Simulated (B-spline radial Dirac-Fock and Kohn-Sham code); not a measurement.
# Core and valence levels of Pt²⁺

System: the Pt²⁺ ion, configuration 1s2 2s2 2p6 3s2 3p6 3d10 4s2 4p6 4d10 4f14 5s2 5p6 5d6 6s2 (not the ground configuration); nuclear rms radius 5.427 fm (A = 195).

Model: ΔSCF Dirac-Fock with Breit, self-energy and vacuum polarisation, finite nucleus, configuration average. Program: a radial atomic solver. Correlation and solid-state effects are left out. Energies are counted from the vacuum level.

All terms are in eV, carry their sign (relaxation lowers the binding energy) and add up to the binding energy; ⟨r⟩ is the mean radius of the orbital in the initial state.

```
subshell  −ε (Koopmans)  relaxation    Breit      QED  binding energy  ⟨r⟩ (bohr)
       K        78938.4      -91.48  -273.05  -143.77         78430.1       0.017
      L1        14035.2      -54.77   -31.16   -21.56         13927.7       0.072
      L2        13424.9      -59.54   -51.60    -0.29         13313.4       0.059
      L3        11692.8      -55.92   -30.53    -2.26         11604.1       0.068
      M1         3385.9      -30.73    -5.70    -5.01          3344.4       0.186
      M2         3113.4      -31.89    -9.79    -0.19          3071.5       0.177
      M3         2727.3      -29.93    -5.33    -0.57          2691.5       0.192
      M4         2279.8      -32.91    -4.24     0.39          2243.0       0.168
      M5         2197.4      -32.21    -2.69     0.17          2162.6       0.172
      N1          786.6      -12.77    -1.15    -1.22           771.4       0.415
      N2          670.0      -12.69    -2.04    -0.02           655.2       0.418
      N3          576.9      -11.50    -0.95    -0.11           564.4       0.451
      N4          385.9      -11.35    -0.56     0.11           374.1       0.461
      N5          368.4      -10.95    -0.22     0.06           357.2       0.472
      N6          122.6      -10.39     0.14     0.08           112.5       0.508
      N7          119.0      -10.19     0.27     0.06           109.2       0.515
      O1          149.0       -3.22    -0.17    -0.22           145.3       0.958
      O2          108.5       -2.91    -0.29     0.01           105.3       1.035
      O3          92.56       -2.46    -0.10     0.00           90.00       1.123
    O4,5          37.96       -1.47     0.01     0.02           36.52       1.488
      P1          27.09       -0.28    -0.02    -0.03           26.76       2.462
```

For the deepest level, K (1s), the Breit terms make up -0.348 % of the binding energy, QED -0.183 % and orbital relaxation -0.117 %.

Spin-orbit splittings: 2p 1709.3 eV, 3p 380.1 eV, 3d 80.39 eV, 4p 90.84 eV, 4d 16.86 eV, 4f 3.31 eV, 5p 15.34 eV.

Values without a named source are computed, but for edge energies of neutral atoms, which are taken from tables.
